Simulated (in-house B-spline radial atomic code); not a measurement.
Inner levels of bismuth as electrons are removed. A shift is the extra binding of the orbital against the neutral atom ([Xe] 4f14 5d10 6s2 6p1/2(2) 6p3/2(1)). The density at the nucleus is averaged over the nuclear charge. Computed with an all-electron radial atomic-structure program (B-spline basis): Dirac-Hartree-Fock, jj configuration that fills j = l - 1/2 first, finite nuclei.

A number in brackets counts the electrons of a j subshell.

| ion | configuration | shift of 3s1/2 (eV) | shift of 3d3/2 (eV) | shift of 2s1/2 (eV) | radius of 3s1/2 (bohr) | radius of 3d3/2 (bohr) | radius of 2s1/2 (bohr) | Σ<r²> (bohr²) | change of density at nucleus (bohr⁻³) |
| --- | --- | --- | --- | --- | --- | --- | --- | --- | --- |
| Bi36+ | [Kr] 4d10 4f5/2(1) | 1433.11 | 1434.61 | 1443.25 | 0.1699 | 0.15326 | 0.065767 | 3.5733 | -1156.82 |
| Bi37+ | [Kr] 4d10 | 1509.44 | 1509.52 | 1519.94 | 0.16981 | 0.15307 | 0.065771 | 3.3939 | -812.85 |
| Bi38+ | [Kr] 4d3/2(4) 4d5/2(5) | 1583.12 | 1584.74 | 1600.37 | 0.16968 | 0.15288 | 0.065764 | 3.2004 | -356.48 |
| Bi39+ | [Kr] 4d3/2(4) 4d5/2(4) | 1657.69 | 1660.9 | 1681.93 | 0.16955 | 0.15269 | 0.065757 | 3.0119 | 110.57 |
| Bi40+ | [Kr] 4d3/2(4) 4d5/2(3) | 1733.13 | 1737.99 | 1764.62 | 0.16942 | 0.15249 | 0.065749 | 2.828 | 588.3 |
| Bi41+ | [Kr] 4d3/2(4) 4d5/2(2) | ? | ? | ? | ? | ? | ? | ? | ? |
| Bi42+ | [Kr] 4d3/2(4) 4d5/2(1) | 1886.65 | 1894.98 | 1933.37 | 0.16914 | 0.15208 | 0.065734 | 2.4738 | 1575.65 |
| Bi43+ | [Kr] 4d3/2(4) | 1964.72 | 1974.87 | 2019.43 | 0.16899 | 0.15187 | 0.065726 | 2.3032 | 2085.47 |
| Bi44+ | [Kr] 4d3/2(3) | 2044.8 | 2054.72 | 2108.42 | 0.16883 | 0.1519 | 0.065716 | 2.1415 | 2637.02 |
| Bi45+ | [Kr] 4d3/2(2) | ? | ? | ? | ? | ? | ? | ? | ? |
| Bi46+ | [Kr] 4d3/2(1) | ? | ? | ? | ? | ? | ? | ? | ? |
| Bi47+ | [Ar] 3d10 4s2 4p6 | 2290.25 | 2299.64 | 2382.25 | 0.16834 | 0.15129 | 0.065686 | 1.6791 | 4359.86 |
| Bi48+ | [Ar] 3d10 4s2 4p1/2(2) 4p3/2(3) | 2370.39 | 2381.74 | 2472.29 | 0.1682 | 0.15109 | 0.065673 | 1.5238 | 5014.98 |
| Bi49+ | [Ar] 3d10 4s2 4p1/2(2) 4p3/2(2) | 2451.19 | 2464.55 | 2563.21 | 0.16807 | 0.15088 | 0.065661 | 1.3712 | 5680.6 |
| Bi50+ | [Ar] 3d10 4s2 4p1/2(2) 4p3/2(1) | 2532.66 | 2548.06 | 2655.01 | 0.16793 | 0.15067 | 0.065647 | 1.2215 | 6356.75 |
| Bi51+ | [Ar] 3d10 4s2 4p1/2(2) | 2614.77 | 2632.28 | 2747.7 | 0.1678 | 0.15045 | 0.065634 | 1.0744 | 7043.2 |
| Bi52+ | [Ar] 3d10 4s2 4p1/2(1) | 2701.86 | 2720.68 | 2846.68 | 0.16761 | 0.15021 | 0.065617 | 0.94568 | 6555.03 |
| Bi53+ | [Ar] 3d10 4s2 | 2789.64 | 2809.82 | 2946.63 | 0.16742 | 0.14995 | 0.065599 | 0.81931 | 6048.15 |
| Bi54+ | [Ar] 3d10 4s1 | 2874.23 | 2898.71 | 3042.93 | 0.16744 | 0.14972 | 0.065595 | 0.69214 | -7344.4 |
| Bi55+ | [Ar] 3d10 | 2959.4 | 2988.26 | 3140.02 | 0.16732 | 0.14949 | 0.065589 | 0.56703 | -21026.6 |
| Bi56+ | [Ar] 3d3/2(4) 3d5/2(5) | 3098.04 | 3139.55 | 3321.7 | 0.16664 | 0.14849 | 0.065552 | 0.53358 | -19845.6 |
| Bi57+ | [Ar] 3d3/2(4) 3d5/2(4) | 3237.89 | 3292.41 | 3505.44 | 0.16597 | 0.14751 | 0.065513 | 0.50101 | -18642.7 |
| Bi58+ | [Ar] 3d3/2(4) 3d5/2(3) | 3378.93 | 3446.84 | 3691.22 | 0.16531 | 0.14654 | 0.065474 | 0.46928 | -17418.4 |

Task: Fill in the row of Bi41+.

Result: shift of 3s1/2 (eV): 1809.46; shift of 3d3/2 (eV): 1816.02; shift of 2s1/2 (eV): 1848.43; radius of 3s1/2 (bohr): 0.16928; radius of 3d3/2 (bohr): 0.15229; radius of 2s1/2 (bohr): 0.065742; Σ<r²> (bohr²): 2.6487; change of density at nucleus (bohr⁻³): 1076.53.

Task: Fill in the row of Bi45+.

Result: shift of 3s1/2 (eV): 2125.75; shift of 3d3/2 (eV): 2135.47; shift of 2s1/2 (eV): 2198.55; radius of 3s1/2 (bohr): 0.16867; radius of 3d3/2 (bohr): 0.1517; radius of 2s1/2 (bohr): 0.065707; Σ<r²> (bohr²): 1.9836; change of density at nucleus (bohr⁻³): 3200.08.

Task: Fill in the row of Bi46+.

Result: shift of 3s1/2 (eV): 2207.57; shift of 3d3/2 (eV): 2217.11; shift of 2s1/2 (eV): 2289.83; radius of 3s1/2 (bohr): 0.16851; radius of 3d3/2 (bohr): 0.1515; radius of 2s1/2 (bohr): 0.065696; Σ<r²> (bohr²): 1.8296; change of density at nucleus (bohr⁻³): 3774.21.
